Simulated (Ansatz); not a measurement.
`NB(Cl)Br` + H–F → `FB(Cl)Br` + NH₃ at 600 K and 1 bar (ligand exchange at a B–N bond).

Computed with Ansatz on PBE0-D4/def2-TZVP structures; ΔE is electronic, products minus reactants. CBS: MP2 limit from def2 TZ/QZ plus the TZ coupled-cluster correction, frozen cores. This one scheme is used for every species. For Br outer-core shells are correlated without core-valence functions, which leaves a few kJ/mol of doubt a bond. Scalar relativity is left out up to krypton. Each species was taken in one conformer, which may not be the lowest.

```tsv
species	CCSD(T)/CBS energy (Eh)	H − E (kJ/mol)	S (J/(mol·K))
`NB(Cl)Br`	-3113.92934	129.4	370.9
H–F	-100.39570	42.3	194.0
`FB(Cl)Br`	-3157.81685	57.1	351.8
NH₃	-56.50880	112.4	219.5
```

H − E and S are ideal-gas, rigid-rotor, harmonic terms from PBE0-D4/def2-TZVP, for one conformer and one mirror image of each species. 1 Eh = 2625.50 kJ/mol, R = 8.31446 J/(mol·K).

Q: By hand: ΔE, ΔH, ΔS and ΔG.

A: ΔE = (-3157.81685) + (-56.50880) − (-3113.92934) − (-100.39570) = -0.00061 Eh = -1.6 kJ/mol. Δ(H − E) = 57.1 + 112.4 − 129.4 − 42.3 = -2.2, so ΔH = -3.8 kJ/mol. ΔS = 351.8 + 219.5 − 370.9 − 194.0 = 6.4 J/(mol·K). ΔG = -3.8 − 600 × (6.4)/1000 = -7.6 kJ/mol.

Q: By hand: the equilibrium constant, and the temperature at which ΔG would vanish if ΔH and ΔS stayed fixed.

A: log₁₀ K = −ΔG/(RT ln 10) = 0.7. ΔH and −TΔS have one sign here, so there is no such temperature.

TΔS isn't small against ΔH here. A doubt of 5 kJ/mol in ΔE shifts log₁₀ K by 0.4 here. Other conformers and mirror images would add mixing entropy, several J/(mol·K) or more a flexible species. These are equilibria of isolated gas molecules and say nothing of rates. Largest T1 diagnostic: 0.010 (customary marks: 0.02 for closed shells, 0.045 for open ones).

ΔS is within the doubt of such terms, so its sign, and with it that verdict, could turn.
